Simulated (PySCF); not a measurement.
A geometry optimisation, step by step.

Species: C3H5F2PSi.
Atom-mapped SMILES: `[F:1][C:2]1=[C:3]([Si@@H:4]([F:5])[PH2:6])[CH2:7]1` (hydrogens: H8 on Si4; H9, H10 on P6; H11, H12 on C7)

Method: PBE0-D3(BJ)/def2-SVP geometry optimisation, gas phase (PySCF); density fitting, grid level 1; the optimiser is geomeTRIC in internal coordinates, started from a GFN2-xTB structure with every atom displaced at random (about 0.01 Å). 9 of its 11 geometries are shown. The frame can shift and turn from step to step; on so coarse a grid that alone can change the energy by a few meV, and forces under 0.02 eV/Å are noise.

Step 0: E = -25763.9827 eV, largest atomic force 2.339 eV/Å
```
atom  x, y, z in Å  |  force x, y, z in eV/Å
F1     -1.824   -2.258   -0.505    0.251   1.134   0.300
C2     -1.577   -0.995   -0.172   -0.665  -0.830  -0.078
C3     -0.741   -0.010   -0.128    2.272   0.066  -0.553
Si4     0.997    0.722   -0.398   -1.734  -0.609   0.132
F5      0.911    2.206    0.200    0.087   0.912   0.502
P6      2.458   -0.403    0.825   -0.416   0.477   1.433
C7     -2.141    0.226    0.420   -0.586  -0.550  -0.025
H8      1.228    0.946   -1.820    0.252  -0.199  -0.630
H9      2.318   -1.581    0.132   -0.246  -1.107  -0.669
H10     3.556   -0.008    0.090    0.958   0.397  -0.584
H11    -2.846    0.834   -0.149   -0.199   0.271  -0.235
H12    -2.301    0.292    1.496    0.027   0.037   0.407
```

Step 1: E = -25764.1921 eV, largest atomic force 0.406 eV/Å
```
atom  x, y, z in Å  |  force x, y, z in eV/Å
F1     -1.562   -2.390   -0.357   -0.171   0.076   0.024
C2     -1.468   -1.111   -0.119    0.395  -0.064  -0.068
C3     -0.678   -0.080   -0.142    0.079   0.367  -0.017
Si4     0.894    0.864   -0.391   -0.110  -0.303   0.119
F5      0.756    2.368    0.229   -0.100  -0.260  -0.136
P6      2.423   -0.249    0.830    0.217  -0.069  -0.143
C7     -2.148    0.063    0.391   -0.169   0.002   0.094
H8      1.198    0.998   -1.842   -0.006   0.092   0.020
H9      2.244   -1.463    0.075   -0.020   0.227   0.056
H10     3.558    0.179    0.058   -0.136  -0.049   0.094
H11    -2.888    0.602   -0.221    0.007  -0.030  -0.035
H12    -2.303    0.188    1.475    0.015   0.013  -0.009
```

Step 2: E = -25764.2141 eV, largest atomic force 0.134 eV/Å
```
atom  x, y, z in Å  |  force x, y, z in eV/Å
F1     -1.622   -2.383   -0.346    0.010   0.054  -0.021
C2     -1.473   -1.109   -0.117    0.006  -0.109   0.078
C3     -0.673   -0.088   -0.139   -0.058   0.073  -0.002
Si4     0.895    0.827   -0.387    0.091  -0.036   0.046
F5      0.724    2.323    0.231   -0.060  -0.011  -0.022
P6      2.455   -0.247    0.831    0.041  -0.007  -0.020
C7     -2.147    0.069    0.392   -0.063   0.008  -0.028
H8      1.198    0.997   -1.833    0.019  -0.002  -0.014
H9      2.284   -1.435    0.051    0.006   0.011  -0.007
H10     3.572    0.212    0.064   -0.030   0.004  -0.004
H11    -2.879    0.604   -0.233    0.014   0.013   0.011
H12    -2.307    0.200    1.474    0.025   0.002  -0.017
```

Step 4: E = -25764.2177 eV, largest atomic force 0.048 eV/Å
```
atom  x, y, z in Å  |  force x, y, z in eV/Å
F1     -1.639   -2.390   -0.318   -0.003  -0.019  -0.007
C2     -1.484   -1.117   -0.093    0.005   0.020   0.044
C3     -0.680   -0.099   -0.122    0.008  -0.029  -0.003
Si4     0.896    0.805   -0.373   -0.036   0.016  -0.014
F5      0.692    2.300    0.235    0.015   0.019   0.007
P6      2.492   -0.244    0.817   -0.004  -0.005   0.018
C7     -2.158    0.072    0.392    0.014   0.007  -0.029
H8      1.202    0.976   -1.820    0.001  -0.015   0.000
H9      2.335   -1.421    0.019    0.001  -0.007  -0.009
H10     3.571    0.257    0.026    0.009   0.013  -0.014
H11    -2.878    0.608   -0.246   -0.005   0.001   0.001
H12    -2.322    0.222    1.470   -0.004  -0.001   0.006
```

Step 5: E = -25764.2181 eV, largest atomic force 0.049 eV/Å
```
atom  x, y, z in Å  |  force x, y, z in eV/Å
F1     -1.638   -2.397   -0.293   -0.002  -0.011   0.003
C2     -1.484   -1.122   -0.075    0.000   0.022   0.019
C3     -0.681   -0.104   -0.112    0.024  -0.031   0.007
Si4     0.894    0.802   -0.369   -0.041   0.020  -0.018
F5      0.687    2.298    0.236    0.023   0.000   0.000
P6      2.506   -0.241    0.805   -0.003  -0.003   0.006
C7     -2.161    0.072    0.394    0.014   0.004  -0.019
H8      1.196    0.966   -1.818   -0.009  -0.003  -0.001
H9      2.350   -1.414    0.000    0.001   0.002  -0.001
H10     3.568    0.276    0.001    0.006   0.004  -0.002
H11    -2.878    0.601   -0.253   -0.005  -0.004   0.001
H12    -2.330    0.233    1.470   -0.006   0.001   0.004
```

Step 6: E = -25764.2184 eV, largest atomic force 0.041 eV/Å
```
atom  x, y, z in Å  |  force x, y, z in eV/Å
F1     -1.632   -2.410   -0.238    0.001   0.002   0.016
C2     -1.482   -1.132   -0.038   -0.001   0.007  -0.009
C3     -0.682   -0.112   -0.093    0.032  -0.016   0.020
Si4     0.888    0.798   -0.366   -0.019   0.013  -0.018
F5      0.685    2.296    0.238    0.019  -0.022  -0.008
P6      2.527   -0.237    0.779   -0.008   0.001  -0.015
C7     -2.165    0.071    0.399   -0.003  -0.004  -0.006
H8      1.177    0.955   -1.818   -0.022   0.014  -0.003
H9      2.370   -1.402   -0.038    0.004   0.009   0.010
H10     3.564    0.304   -0.043    0.002  -0.006   0.012
H11    -2.880    0.582   -0.265   -0.001  -0.001   0.001
H12    -2.342    0.255    1.470   -0.004   0.003   0.001
```

Step 8: E = -25764.2195 eV, largest atomic force 0.060 eV/Å
```
atom  x, y, z in Å  |  force x, y, z in eV/Å
F1     -1.595   -2.443   -0.069    0.004   0.011   0.020
C2     -1.463   -1.154    0.067    0.002  -0.020  -0.043
C3     -0.678   -0.127   -0.043    0.008   0.020   0.037
Si4     0.869    0.798   -0.376    0.053  -0.024  -0.014
F5      0.688    2.296    0.234   -0.009  -0.021  -0.005
P6      2.565   -0.224    0.698   -0.019   0.013  -0.037
C7     -2.171    0.062    0.417   -0.033  -0.008   0.012
H8      1.095    0.954   -1.840   -0.023   0.028  -0.004
H9      2.407   -1.376   -0.138    0.005   0.010   0.019
H10     3.562    0.357   -0.148   -0.002  -0.014   0.019
H11    -2.887    0.515   -0.286    0.007   0.001   0.001
H12    -2.366    0.310    1.472    0.008   0.004  -0.004
```

Step 9: E = -25764.2204 eV, largest atomic force 0.057 eV/Å
```
atom  x, y, z in Å  |  force x, y, z in eV/Å
F1     -1.571   -2.454   -0.009    0.003   0.005   0.012
C2     -1.450   -1.161    0.101    0.005  -0.017  -0.029
C3     -0.675   -0.130   -0.029   -0.011   0.023   0.025
Si4     0.862    0.804   -0.388    0.048  -0.030  -0.008
F5      0.688    2.298    0.231   -0.015  -0.001   0.004
P6      2.569   -0.217    0.667   -0.010   0.013  -0.022
C7     -2.170    0.055    0.425   -0.024  -0.004   0.007
H8      1.055    0.970   -1.855   -0.007   0.016  -0.001
H9      2.413   -1.370   -0.166    0.001   0.002   0.009
H10     3.566    0.365   -0.177   -0.002  -0.007   0.006
H11    -2.890    0.486   -0.288    0.005   0.000   0.000
H12    -2.369    0.324    1.474    0.008   0.000  -0.003
```

Step 10: E = -25764.2208 eV, largest atomic force 0.024 eV/Å
```
atom  x, y, z in Å  |  force x, y, z in eV/Å
F1     -1.553   -2.461    0.024    0.003  -0.002   0.006
C2     -1.442   -1.167    0.118    0.002  -0.007  -0.012
C3     -0.673   -0.131   -0.022   -0.013   0.015   0.008
Si4     0.857    0.808   -0.395    0.016  -0.018  -0.003
F5      0.684    2.299    0.232   -0.009   0.009   0.007
P6      2.571   -0.210    0.650    0.000   0.008  -0.004
C7     -2.170    0.048    0.429   -0.005  -0.002   0.000
H8      1.032    0.984   -1.863    0.003   0.005   0.001
H9      2.415   -1.367   -0.178   -0.003  -0.002   0.002
H10     3.568    0.370   -0.194   -0.001  -0.001  -0.004
H11    -2.892    0.467   -0.289    0.002  -0.001  -0.001
H12    -2.370    0.328    1.475    0.003  -0.003   0.000
```

**Question.** Summarise the path.

**Answer.** The energy falls by 5.49 kcal/mol from step 0 to step 10; nine tenths of that is first reached at step 2. It falls at every step. The largest force goes from 2.339 to 0.024 eV/Å. Among the bonds C3–Si4 changes most, from 1.905 to 1.833 Å; the atoms move by 0.189 Å rms after alignment.

What follows is the cost of the whole optimisation. Time: 76 s wall; peak memory 0.55 GiB. Hardware: one thread, Arm Neoverse V1 (aarch64), shared host.
